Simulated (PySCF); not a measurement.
In(Et)(Vi)(OEt), SMILES C(C)[O][In]([CH]=C)[CH2]C (C6H13InO), singlet, GFN2-xTB optimised geometry.

```
21

In    -0.48     0.42     0.00
C     -1.19    -1.73     0.19
C     -0.01    -2.67    -0.01
H     -1.97    -1.89    -0.56
H     -1.62    -1.83     1.18
H      0.78    -2.44     0.70
H      0.39    -2.57    -1.01
H     -0.32    -3.71     0.14
C     -1.40     2.48     0.00
C     -2.70     2.71    -0.01
H     -0.70     3.31     0.02
H     -3.11     3.71     0.00
H     -3.42     1.90    -0.02
O      1.54     0.42     0.00
C      2.39     1.49    -0.28
C      2.20     2.04    -1.69
H      2.26     2.30     0.45
H      3.42     1.11    -0.18
H      1.18     2.42    -1.80
H      2.91     2.85    -1.88
H      2.35     1.25    -2.42
```

Density from PBE0/def2-SVP, def2 effective core potentials past Kr run with PySCF at that geometry. The core electrons that the potentials of In replace are not part of the density.

Minimum of the electron density along straight lines between bonded atoms, close to the bond critical point (lines longer than 1.1 times the sum of covalent radii, or with two minima, are not listed):

| bond | length / Å | ρ at the minimum / e bohr⁻³ | ∇²ρ there / e bohr⁻⁵ | position (fraction from the first atom) |
|---|---|---|---|---|
| In1–C2 | 2.272 | 0.081 | … | 0.51 |
| C2–C3 | 1.516 | 0.244 | -0.55 | 0.51 |
| C2–H4 | 1.091 | 0.273 | -0.98 | 0.63 |
| C2–H5 | 1.091 | 0.273 | -0.98 | 0.63 |
| C3–H6 | 1.090 | 0.276 | -1.02 | 0.63 |
| C3–H7 | 1.091 | 0.275 | -1.00 | 0.62 |
| C3–H8 | 1.092 | 0.273 | -0.98 | 0.62 |
| In1–C9 | 2.258 | 0.081 | … | 0.50 |
| C9–C10 | 1.319 | 0.346 | -0.94 | 0.50 |
| C9–H11 | 1.088 | 0.276 | -1.02 | 0.63 |
| C10–H12 | 1.086 | 0.278 | -1.05 | 0.63 |
| C10–H13 | 1.081 | 0.282 | -1.07 | 0.63 |
| In1–O14 | 2.015 | 0.096 | … | 0.52 |
| O14–C15 | 1.392 | 0.269 | -0.46 | 0.66 |
| C15–C16 | 1.528 | 0.247 | -0.58 | 0.50 |
| C15–H17 | 1.102 | 0.276 | -1.00 | 0.62 |
| C15–H18 | 1.101 | 0.277 | -1.02 | 0.63 |
| C16–H19 | 1.094 | 0.271 | -0.96 | 0.62 |
| C16–H20 | 1.088 | 0.275 | -1.00 | 0.62 |
| C16–H21 | 1.088 | 0.276 | -1.01 | 0.62 |

### Question
Complete the blanks.

### Answer

- In1–C2, ∇²ρ there / e bohr⁻⁵: 0.11
- In1–C9, ∇²ρ there / e bohr⁻⁵: 0.15
- In1–O14, ∇²ρ there / e bohr⁻⁵: 0.57
